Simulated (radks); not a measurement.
Dipole-allowed excitations along the series with 3 electrons in [He] 2s1. All-electron calculation, scalar-relativistic Kohn-Sham, LDA (Slater exchange, Perdew-Wang correlation), spin-polarised, spherical densities, finite nucleus; open shells are filled with parallel spins first; Fermi nuclear charge, rms radius of each element as measured or else 0.836 A^(1/3) + 0.57 fm. Program: a radial shooting solver on a logarithmic mesh with Libxc functionals. Time-dependent linear response with the Hartree and adiabatic LDA kernel, continuum included through the Sternheimer equations, no spin-orbit coupling, so fine structure and intercombination lines are absent. Lines are the poles of the dipole polarisability below minus the highest occupied eigenvalue, found on a grid refined at the orbital gaps; the lowest seven at most are given, and weak or close lines can be missed. The first line takes the name of the lowest orbital gap if no other gap lies below it; otherwise a line is named after a gap within 0.6 % of it, if that gap stands alone.

\begin{tabular}{lrrrrrrrr}
species & -e(HOMO) (eV) & lowest orbital gap (eV) & first line (eV) & f & strongest line (eV) & its f & static alpha (bohr^3) & measured (eV) \\ \hline
Li & 3.165 & 2s-2p 1.827 & 1.972 (2s-2p) & 0.743 & the first & 0.743 & 143.6 & 2s-2p 1.848 \\
Be+ & 14.301 & 2s-2p 3.882 & 4.228 (2s-2p) & 0.486 & the first & 0.486 & 21.20 & 2s-2p 3.959 \\
B2+ & 32.369 & 2s-2p 5.879 & 6.386 (2s-2p) & 0.353 & the first & 0.353 & 6.802 & - \\
C3+ & 57.284 & 2s-2p 7.855 & 8.512 (2s-2p) & 0.276 & the first & 0.276 & 2.999 & - \\
N4+ & 89.028 & 2s-2p 9.827 & 10.629 (2s-2p) & 0.227 & 57.791 (unassigned) & 0.238 & 1.577 & - \\
O5+ & 127.60 & 2s-2p 11.806 & 12.750 (2s-2p) & 0.193 & 80.889 (unassigned) & 0.265 & 0.9282 & - \\
\end{tabular}

Measured values: term averages from the NIST Handbook of Basic Atomic Spectroscopic Data.
